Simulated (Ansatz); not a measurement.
Start from `C[O][Mo]([OH])([F])([F])([Cl])[O]C` and change one atom or group to get `C[O][Mo]([OH])([F])([F])([F])[O]C`.

Ansatz, PBE0-D4/def2-TZVP geometries, multiplicity 1. Each molecule was computed in one conformer, which needn't be the lowest.

Elements past krypton have def2 core potentials.

| property | `C[O][Mo]([OH])([F])([F])([Cl])[O]C` |
| --- | --- |
| HOMO–LUMO gap (ωB97M-V/def2-TZVPP) / eV | 9.06 |
| LUMO energy (ωB97M-V/def2-TZVPP) / eV | -1.77 |
| HOMO energy (ωB97M-V/def2-TZVPP) / eV | -10.83 |
| size of the dipole moment (ωB97M-V/def2-TZVPP) / D | 4.16 |
| HOMO–LUMO gap (PBE0/def2-TZVPP) / eV | 4.81 |
| size of the dipole moment (B3LYP/def2-TZVPP) / D | 4.14 |

(1) Give the same properties after the change, and the shifts. (Estimate.)

Answers

(1) Ansatz gave: 
```csv
property,`C[O][Mo]([OH])([F])([F])([F])[O]C`,shift
HOMO–LUMO gap (ωB97M-V/def2-TZVPP) / eV,10.13,1.07
LUMO energy (ωB97M-V/def2-TZVPP) / eV,-1.35,0.42
HOMO energy (ωB97M-V/def2-TZVPP) / eV,-11.47,-0.64
size of the dipole moment (ωB97M-V/def2-TZVPP) / D,3.68,-0.48
HOMO–LUMO gap (PBE0/def2-TZVPP) / eV,5.75,0.94
size of the dipole moment (B3LYP/def2-TZVPP) / D,3.76,-0.38
```

With PBE0 the HOMO falls by 0.60 eV and the LUMO rises by 0.34 eV, so the gap widens by about 0.94 eV. PBE moves the HOMO by -0.46 eV and ωB97M-V by -0.64 eV. Dipoles are sizes alone; their direction can turn.

B3LYP here is the variant with VWN-RPA as its local correlation; programs differ in this.
